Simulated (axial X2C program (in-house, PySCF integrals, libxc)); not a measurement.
# Nuclear properties of SnW

Calculated with an axial X2C code built on PySCF integrals: two-component X2C with atomic mean-field Coulomb and Gaunt terms, Gaussian nuclei, basis W dyall-cv3z, Sn dyall-cv3z with contracted cores.

R = 2.638 Å (near the PBE0 minimum at charge 0 of the determinant lowest at the starting distance; the state shown can have its own minimum elsewhere).

Determinant lowest in the PBE0 search, Ω = 3 (⟨Sz⟩ = 1.98, ⟨Lz⟩ = 1.02 at PBE0), spin on the atoms W 2.37, Sn -0.39:

```csv
level,Eeff magnitude (GV/cm),Ws magnitude W (kHz),A∥/gI W (MHz),qzz W (a.u.),A∥/gI Sn (MHz),qzz Sn (a.u.),μ (D)
PBE0,18.2,5.16,946,0.04,296,-4.49,-1.75
HF,15.3,4.94,1040,-1.06,264,-5.82,-2.62
B3LYP,12,2.96,733,0.45,266,-3.78,-1.25
TPSSh,18.4,5.23,920,0.11,274,-4.20,-1.64
PBE,15,4.14,862,0.11,246,-3.80,-1.19
```

Eeff is the effective electric field on the electron electric dipole moment in this Ω state and Ws the scalar–pseudoscalar constant of the nucleus named (defined with the proton number Z and per Ω); A∥ (defined per Ω) follows by multiplying with gI = μI/(I μN); qzz is the electric field gradient, eQq0 = 234.96 MHz × Q/barn × qzz; μ is positive if the Sn end (last atom) is positive. The operators were transformed with the bare-nucleus X2C matrices; with these basis sets, hyperfine constants and field gradients can be off by tens of per cent, and where levels differ in sign neither size nor sign is settled.

Question: With gI(183W) = 0.2356, gI(119Sn) = -2.0946 (g factors from the IAEA table of nuclear moments by Stone), turn the PBE0 values of the first state into constants in MHz.

Answer: A∥(183W) = 946 × 0.2356 = 223 MHz; A∥(119Sn) = 296 × -2.0946 = -620 MHz.

Each state is one determinant with collinear spin, which with several unpaired electrons need not be a pure state. Unrestricted Hartree–Fock can overshoot spin polarisation at the nuclei. With several open shells hyperfine constants can be off by a factor of several. In the state Ω = 3 the atomic spins oppose each other (2.37, -0.39): a broken-symmetry determinant whose values are not spin-projected. Open-shell Ω = 0 determinants with evenly filled partner blocks cannot be reached by this program, so the Ω shown need not be the lowest component. The search compared states at one distance, so a state with another bond length can lie lower. Further determinants of the search, some of them spin-mixed, are not shown. Where a field gradient or hyperfine factor spreads by more than a factor of two over the levels, a constant derived from it is not to be relied on.
